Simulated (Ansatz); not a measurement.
Reaction (atomization): `[NH2][GeH2][CH2]O` → C• + Ge• + 7 H• + N• + O•

Calculated with Ansatz (gas phase, PBE0-D4/def2-TZVP geometries, no zero-point term in ΔE). CCSD(T)/CBS is the MP2 limit (def2-TZVPP, def2-QZVPP) plus CCSD(T) − MP2 in def2-TZVPP, frozen cores. This one scheme is used for every species, atoms too. Functionals use def2-TZVPP. B3LYP here is the variant with VWN-RPA as its local correlation; programs differ in this. Open shells (•) are unrestricted, without spin–orbit coupling. Spin–orbit coupling would lower the free atoms: a little for C, O; clearly for Ge. Bonds to Ge are less sure, by a few kJ/mol each and by 10 to 20 or more in all where they break to atoms, as the def2 sets lack core-valence functions. Scalar relativity is left out up to krypton. One conformer a species, not always the lowest.

`[NH2][GeH2][CH2]O`:

Cartesian coordinates in Å:
```
N -0.258 0.600 1.428
Ge 0.555 0.735 -0.240
C -0.001 -0.991 -1.016
O -1.281 -1.302 -0.518
H 0.350 0.284 2.170
H -0.721 1.443 1.737
H 2.085 0.913 -0.129
H -0.083 1.946 -0.942
H -0.053 -0.934 -2.106
H 0.737 -1.765 -0.762
H -1.330 -0.928 0.377
```

```csv
level,ΔE (kJ/mol),difference from CCSD(T)/CBS
PBE-D4,3717.4,41.5
r2SCAN-D4,3652.8,-23.1
PBE0-D4,3642.1,-33.8
B3LYP-D4,3656.3,-19.6
ωB97X-V,3677.5,1.6
ωB97M-V,3662.4,-13.5
B3LYP,3625.7,-50.2
MP2/def2-TZVPP,3607.9,-68.0
SCS-MP2/def2-TZVPP,3612.7,-63.2
CCSD/def2-TZVPP,3523.1,-152.8
CCSD(T)/def2-TZVPP,3578.5,-97.4
HF/def2-QZVPP,2518.9,-1157.0
MP2/def2-QZVPP,3665.0,-10.9
HF/CBS(def2),2519.5,-1156.4
MP2/CBS(def2),3705.3,29.4
CCSD/CBS(def2),3620.5,-55.4
CCSD(T)/CBS,3675.9,0
```

Largest T1 diagnostic among the species: 0.011.

The D4 term adds +30.6 kJ/mol with B3LYP and +16.0 kJ/mol with PBE0; it sums over pairs of atoms, weighted by their polarisabilities, and B3LYP, whose exchange is more repulsive, gets the larger term. From PBE to PBE0 (25 % exact exchange), in def2-TZVPP and without D4, ΔE moves by −72.3 kJ/mol: exact exchange takes away binding that semilocal exchange gives to molecules.

For atomizations the MP2-based limit and the directly extrapolated one differ by several kJ/mol either way, and by 10 to 25 for some Ge, Se and Sn compounds, so smaller differences from it don't rank the levels.
